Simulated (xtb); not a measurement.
xtb input (GFN2-xTB):

```bash
xtb mol.xyz --gfn 2 --ohess tight --chrg -1 --uhf 0
```
mol.xyz:
```
11

C     -1.05473390    -0.62302426     0.29247750
C     -0.14738785     0.56376826     0.11717532
C      1.25934442     0.07761444    -0.21376438
Se    -0.87144212     1.70760958    -1.30462262
H     -0.61980599    -1.31010513     1.04221802
H     -1.18907658    -1.13124739    -0.63297887
H     -2.06292317    -0.30655771     0.62431295
H     -0.13479649     1.15016125     1.04762798
H      1.69236739    -0.48219516     0.57768485
H      1.19460264    -0.52719521    -1.13334867
H      1.86723567     0.90775832    -0.50100432
```

Output:

```
           -------------------------------------------------
          |                Calculation Setup                |
           -------------------------------------------------

           -------------------------------------------------
          |                 G F N 2 - x T B                 |
           -------------------------------------------------

        Reference                      10.1021/acs.jctc.8b01176
      * Hamiltonian:
        H0-scaling (s, p, d)           1.850000    2.230000    2.230000
        zeta-weighting                 0.500000
      * Dispersion:
        s8                             2.700000
        a1                             0.520000
        a2                             5.000000
        s9                             5.000000
      * Repulsion:
        kExp                           1.500000    1.000000
        rExp                           1.000000
      * Coulomb:
        alpha                          2.000000
        third order                    shell-resolved
        anisotropic                    true
        a3                             3.000000
        a5                             4.000000
        cn-shift                       1.200000
        cn-exp                         4.000000
        max-rad                        5.000000

          ...................................................
          :                      SETUP                      :
          :.................................................:
          :  # basis functions                  29          :
          :  # atomic orbitals                  28          :
          :  # shells                           16          :
          :  # electrons                        26          :
          :  max. iterations                   250          :
          :  Hamiltonian                  GFN2-xTB          :
          :  restarted?                      false          :
          :  GBSA solvation                  false          :
          :  PC potential                    false          :
          :  electronic temp.          300.0000000     K    :
          :  accuracy                    1.0000000          :
          :  -> integral cutoff          0.2500000E+02      :
          :  -> integral neglect         0.1000000E-07      :
          :  -> SCF convergence          0.1000000E-05 Eh   :
          :  -> wf. convergence          0.1000000E-03 e    :
          :  Broyden damping             0.4000000          :
          :  net charge                         -1          :
          :  unpaired electrons                  0          :
          ...................................................

 iter      E             dE          RMSdq      gap      omega  full diag
   1    -13.4216786 -0.134217E+02  0.526E+00    5.70       0.0  T
   2    -13.5525375 -0.130859E+00  0.530E+00    4.60       1.0  T
   3    -13.5608290 -0.829146E-02  0.362E+00    4.70       1.0  T
   4    -13.5610865 -0.257552E-03  0.689E-01    4.65       1.0  T
   5    -13.5621662 -0.107966E-02  0.258E-01    4.72       1.0  T
   6    -13.5621929 -0.267495E-04  0.636E-02    4.72       1.0  T
[...]
     1   6 C        7   1 H                                       1.0880797
     2   6 C        8   1 H                                       1.0955402
     3   6 C        9   1 H                                       1.0941054
     3   6 C       10   1 H                                       1.0888169
     3   6 C       11   1 H                                       1.0880502 (min)

 * 2 distinct bonds (by element types)

   Z      Z             #   av. dist./Å        max./Å        min./Å
   1 H    6 C           7     1.0910980     1.0955402     1.0880502
   6 C    6 C           2     1.5163199     1.5163594     1.5162804

           -------------------------------------------------
          |               Frequency Printout                |
           -------------------------------------------------
 projected vibrational frequencies (cm⁻¹)
eigval :       -0.00    -0.00    -0.00     0.00     0.00     0.00
eigval :      215.77   234.68   270.37   283.56   406.62   534.62
eigval :      924.65   937.32   976.06  1063.02  1143.92  1158.93
eigval :     1238.95  1313.41  1397.24  1407.22  1491.64  1498.60
eigval :     1502.21  1511.76  2899.25  2929.79  2937.88  3010.22
eigval :     3016.17  3025.84  3026.31
 reduced masses (amu)
   1: 57.74   2: 42.66   3: 24.32   4: 35.28   5: 53.21   6: 17.99   7:  1.22   8:  4.29
   9: 15.32  10: 23.97  11:  8.92  12: 15.57  13:  8.22  14:  2.53  15:  3.94  16:  3.56
  17:  8.36  18:  6.77  19:  3.54  20:  3.99  21:  3.32  22:  3.16  23:  1.56  24:  1.52
  25:  1.61  26:  1.57  27:  1.76  28:  1.72  29:  1.70  30:  1.87  31:  1.82  32:  1.56
  33:  1.55
 IR intensities (km·mol⁻¹)
   1: 12.44   2:  5.25   3:  4.87   4:  4.35   5: 10.50   6:  1.18   7:  0.00   8:  0.25
   9:  1.84  10:  0.23  11:  0.02  12:  3.26  13:  0.49  14:  0.63  15:  0.48  16:  2.46
  17:  9.01  18: 40.62  19: 89.97  20: 12.92  21:  0.88  22:  0.06  23:  0.08  24:  0.39
  25:  1.00  26:  0.62  27: 64.58  28:  5.73  29:300.72  30:  4.52  31: 83.93  32: 27.43
  33: 27.71
 Raman intensities (Ä⁴*amu⁻¹)
   1:  0.00   2:  0.00   3:  0.00   4:  0.00   5:  0.00   6:  0.00   7:  0.00   8:  0.00
   9:  0.00  10:  0.00  11:  0.00  12:  0.00  13:  0.00  14:  0.00  15:  0.00  16:  0.00
  17:  0.00  18:  0.00  19:  0.00  20:  0.00  21:  0.00  22:  0.00  23:  0.00  24:  0.00
  25:  0.00  26:  0.00  27:  0.00  28:  0.00  29:  0.00  30:  0.00  31:  0.00  32:  0.00
  33:  0.00
 output can be read by thermo (or use thermo option).
 writing <g98.out> molden fake output.
 recommended (thermochemical) frequency scaling factor: 1.0
           -------------------------------------------------
          |             Thermodynamic Functions             |
           -------------------------------------------------

cs  symmetry found (for desy threshold:  0.10E+00) used in thermo

          ...................................................
          :                      SETUP                      :
          :.................................................:
          :  # frequencies                          27      :
          :  # imaginary freq.                       0      :
Note: The following floating-point exceptions are signalling: IEEE_UNDERFLOW_FLAG IEEE_DENORMAL
normal termination of xtb
          :  linear?                             false      :
          :  only rotor calc.                    false      :
          :  symmetry                               cs      :
          :  rotational number                       1      :
          :  scaling factor                  1.0000000      :
          :  rotor cutoff                   50.0000000 cm⁻¹ :
          :  imag. cutoff                  -20.0000000 cm⁻¹ :
          :.................................................:

    mode    ω/cm⁻¹     T·S(HO)/kcal·mol⁻¹    T·S(FR)/kcal·mol⁻¹   T·S(vib)
   ------------------------------------------------------------------------
       1    215.77    -0.59461 ( 99.71%)    -0.62324 (  0.29%)    -0.59469
       2    234.68    -0.54944 ( 99.79%)    -0.59836 (  0.21%)    -0.54954
       3    270.37    -0.47520 ( 99.88%)    -0.55644 (  0.12%)    -0.47529
       4    283.56    -0.45084 ( 99.90%)    -0.54234 (  0.10%)    -0.45093
   ------------------------------------------------------------------------

   temp. (K)  partition function   enthalpy   heat capacity  entropy
                                   cal/mol     cal/K/mol   cal/K/mol   J/K/mol
 298.15  VIB   5.58                 1702.108     12.607      9.127
         ROT  0.119E+06              888.752      2.981     26.209
         INT  0.665E+06             2590.860     15.588     35.336
         TR   0.130E+28             1481.254      4.968     40.294
         TOT                        4072.1138    20.5558    75.6297   316.4348

       T/K    H(0)-H(T)+PV         H(T)/Eh          T*S/Eh         G(T)/Eh
   ------------------------------------------------------------------------
    298.15    0.648933E-02    0.984270E-01    0.359341E-01    0.624929E-01
   ------------------------------------------------------------------------

         :::::::::::::::::::::::::::::::::::::::::::::::::::::
         ::                  THERMODYNAMIC                  ::
         :::::::::::::::::::::::::::::::::::::::::::::::::::::
         :: total free energy         -13.346549521228 Eh   ::
         ::.................................................::
         :: total energy              -13.409042439699 Eh   ::
         :: zero point energy           0.091937721137 Eh   ::
         :: G(RRHO) w/o ZPVE           -0.029444802667 Eh   ::
         :: G(RRHO) contrib.            0.062492918471 Eh   ::
         :::::::::::::::::::::::::::::::::::::::::::::::::::::

optimized geometry written to: xtbopt.xyz

           -------------------------------------------------
          | TOTAL ENERGY              -13.409042439699 Eh   |
          | TOTAL ENTHALPY            -13.310615392167 Eh   |
          | TOTAL FREE ENERGY         -13.346549521228 Eh   |
          | GRADIENT NORM               0.000154803260 Eh/α |
          | HOMO-LUMO GAP               4.612326196067 eV   |
           -------------------------------------------------

------------------------------------------------------------------------
------------------------------------------------------------------------
 total:
 SCF:
 ANC optimizer:
 analytical hessian:
```
